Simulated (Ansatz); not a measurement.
`C[Si](O)(F)[SiH3]` + `CC(F)CCl` → `C[SiH](O)[SiH3]` + `CC(F)(F)CCl`  (formal exchange of groups at the Si–F bond)

Isolated molecules relaxed with PBE0-D4/def2-TZVP in Ansatz; ΔE leaves out vibrations. CBS: MP2 limit from def2 TZ/QZ plus the TZ coupled-cluster correction, frozen cores. DFT in def2-TZVPP. Each species was taken in one conformer, which may not be the lowest.

**Question.** Is it downhill or uphill in electronic energy at CCSD(T)/CBS, and by how much? (Estimate.)

**Answer.** The calculation gave: Uphill: ΔE = +198.4 kJ/mol.

**Question.** What do these levels give: r2SCAN-D4, B2PLYP, r2SCAN, MP2/def2-TZVPP, HF/def2-QZVPP, CCSD/CBS(def2)? (Estimate.)

**Answer.** Ansatz gave: r2SCAN-D4 187.6, B2PLYP 196.5, r2SCAN 187.6, MP2/def2-TZVPP 200.7, HF/def2-QZVPP 198.1, CCSD/CBS(def2) 200.3 kJ/mol.

Largest T1 diagnostic among the species: 0.012.

From PBE to PBE0 (25 % exact exchange), in def2-TZVPP and without D4, ΔE moves by +3.6 kJ/mol.
